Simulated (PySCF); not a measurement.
Work out the structure from these simulated measurements.

Formula: BFH2O2.

| Item | Value |
| --- | --- |
| Dipole | 1.37 D [CAM-B3LYP/def2-SVPD] |
| UV, first state | lowest singlet excitation: 8.36 eV (148 nm, f = 0.000) [TDDFT CAM-B3LYP/def2-SVPD] |
| Couplings | largest of the computed one-bond spin–spin couplings (means over like bonds): 19F–11B -120.6, 17O–1H -86.3 (×2), 17O–11B -21.2 (×2) Hz [B3LYP/pcJ-1] |
| Valence photoelectron | vertical ionisation energy: 12.73 eV [ΔSCF CAM-B3LYP/def2-SVPD] |
| Rotational structure | rotational constants A, B, C: 10.341, 9.889, 5.055 GHz [PBE0-D3(BJ)/def2-SVP] |
| 1H NMR | chemical shifts (computed TMS as zero) by class: 2.61 (2 H) ppm [GIAO KT3/pcSseg-2] |
| Polarisability | 23.5 au [CAM-B3LYP/def2-SVPD] |
| XPS | B1s 199.6, O1s 539.8 (×2), F1s 693.4 eV [ΔSCF SCAN, pcX-2 on the ionised atom, pcseg-1 elsewhere, spin-free X2C] |

Gas-phase values; electronic properties from PySCF, density fitting. Levels stand in brackets. Isolated species at its PBE0-D3(BJ)/def2-SVP geometry (one conformer only). NMR values are class means; diastereotopic atoms form classes of their own.

**Question.** Give a SMILES that accounts for the data.

**Answer.** Numbering: `[OH:1][B:2]([OH:3])[F:4]`. All hydrogens form one class (2.61 ppm): hydroxyl hydrogen. The couplings run between: -120.6 Hz, boron-bound fluorine [F4] and three-coordinate boron [B2]; -86.3 Hz, boron-bound oxygen [O1] and its hydrogen (with 1 like pair); -21.2 Hz, boron-bound oxygen [O1] and three-coordinate boron [B2] (with 1 like pair). The core levels belong to: B1s 199.6 eV, three-coordinate boron [B2]; O1s 539.8 eV, boron-bound oxygen [O1/O3]; F1s 693.4 eV, boron-bound fluorine [F4]. The first electron is taken from the HOMO, whose largest Löwdin shares are 0.43 on each of 2 atoms of one kind (boron-bound oxygen) and 0.08 on the three-coordinate boron. The optimised geometry has point group C2v and is an asymmetric top. Structure: fluorodihydroxyborane (`OB(O)F`). The assignments are read from this structure; whether some other isomer fits the data as well wasn't checked.

Conformer computed: `[OH:1][B:2]([OH:3])[F:4]`: H–O1–B2–O3 180°, H–O3–B2–O1 180°.
